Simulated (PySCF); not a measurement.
## Germanium: a sound run and one with changed settings

Sound run: Ge⁺ [Ar] 3d10 4s2 4p1, Ge²⁺ [Ar] 3d10 4s2. Computed with PySCF 2.14 in pcseg-2, with the non-relativistic Hamiltonian (point nucleus). The sound run starts from symmetry-adapted Hartree-Fock orbitals and uses a fine grid where one is needed.

Changed run: 6 angular points. This setting is unsound on purpose.

| species | method | sound run (hartree) | changed run (hartree) | converged |
| --- | --- | --- | --- | --- |
| Ge⁺ | UHF | -2075.05916 | -2075.05916 | yes |
| Ge⁺ | B3LYP | -2076.72018 | -2077.96166 | yes |
| Ge⁺ | TPSS | -2076.63451 | -2078.89890 | yes |
| Ge²⁺ | UHF | -2074.49794 | -2074.49794 | yes |
| Ge²⁺ | B3LYP | -2076.13697 | -2077.03025 | yes |
| Ge²⁺ | TPSS | -2076.05317 | -2077.58903 | yes |

Ionisation energy of Ge⁺:

| method | sound run (eV) | changed run (eV) |
| --- | --- | --- |
| UHF | 15.272 | 15.272 |

A coarse angular grid integrates products of high-l functions wrongly, so density functionals can shift, and the SCF can exploit the error; Hartree-Fock and MP2 need no grid.

For comparison, NIST gives 15.935 eV between the lowest levels.
